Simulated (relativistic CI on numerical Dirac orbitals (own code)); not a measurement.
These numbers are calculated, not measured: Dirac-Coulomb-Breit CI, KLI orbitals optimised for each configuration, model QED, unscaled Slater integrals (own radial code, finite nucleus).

The strongest absorption lines from the ground level of an ion, among the configurations computed and to levels below about 547 eV (vacuum wavelength in Å, gf): 41.702 (0.082), 44.400 (0.72), 44.582 (1.3), 44.727 (0.83), 45.132 (0.2), 57.717 (0.2), 59.825 (0.53), 60.493 (0.28).

Which ion is it?
A. Cs40+
B. Te35+
C. Cs36+
D. Cs38+

D. Cs38+ has 17 electrons and the ground level 3s2 3p5 2P°_3/2; the strongest line goes to 3s2 3p4 3d 2D_5/2. The pattern of lines fixes the number of electrons, and along that sequence the line energies rise steadily with the charge (about as its square where n changes within one kind of shell, about linearly where n is kept but much faster in heavy ions where fine structure, which grows about as Z⁴, sets the gap, and irregularly where shells cross), which fixes Z. Configurations outside the model, such as inner-shell arrays, can give stronger lines. At this charge energies of transitions that change n are usually good to better than 1 %, and those within a shell (Δn = 0) to a few per cent.

LS names give the leading component of a level, which can be under half, so a name can repeat, a term be missing and a line seem to break the LS rules.
